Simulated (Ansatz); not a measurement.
Stretching the Si1–Ge2 bond in GeH6Si (SMILES [SiH3][GeH3]) (multiplicity 1 held, fragments rigid). Energies count from the point at 2.388 Å.
Geometry at that point (charge 0, multiplicity 1):
```xyz
8

Si    -1.60408    -0.12829     0.02055
Ge     0.77595     0.06206    -0.00994
H     -2.17715     0.81801     1.00695
H     -1.99904    -1.50735     0.39349
H     -2.15616     0.18290    -1.31932
H      1.20410     1.48977    -0.39586
H      1.38829    -0.91497    -1.03027
H      1.36658    -0.25818     1.37542
```

Signs of static correlation in def2-SVP, with CASSCF(2,2), from Ansatz (an electronic-structure program) runs.

```
R (Å)  T1 of restricted CCSD  ⟨S²⟩ of UHF  largest double amplitude of restricted CCSD  weight of the CASSCF reference in MRCISD  CASSCF natural occupations
-----  ---------------------  -----------  -------------------------------------------  ----------------------------------------  --------------------------
1.910                  0.012        0.000                                        0.034                                     0.894                   1.99 0.01
2.149                  0.012        0.000                                        0.030                                     0.893                   1.99 0.01
2.388                  0.011        0.000                                        0.044                                     0.894                   1.98 0.02
2.627                  0.011        0.000                                        0.067                                     0.894                   1.97 0.03
2.865                  0.011        0.000                                        0.099                                     0.895                   1.95 0.05
3.224                  0.012        0.157                                        0.161                                     0.895                   1.90 0.10
3.582                  0.014        0.642                                            ?                                     0.895                   1.80 0.20
4.179                      ?        0.916                                        0.400                                     0.896                   1.55 0.45
4.776                  0.024        0.985                                        0.561                                     0.896                   1.30 0.70
5.492                  0.026        1.003                                        0.702                                     0.896                   1.13 0.87
6.447                  0.025        1.007                                        0.795                                     0.896                   1.03 0.97
7.641                  0.024        1.007                                        0.833                                     0.896                   1.00 1.00
```

Question: Some entries are withheld; supply them.

Answer: 
- 3.582, largest double amplitude of restricted CCSD: 0.240
- 4.179, T1 of restricted CCSD: 0.020

Doubts at one or more of the structures used: a restricted determinant that unrestricted orbitals would lower (R-CCSD(T)/def2-SVP); other coupled-cluster roots lie near (R-CCSD(T)/def2-SVP); a spin-contaminated determinant (U-CCSD(T)/def2-SVP); T1 above 0.05 (U-CCSD(T)/def2-SVP).
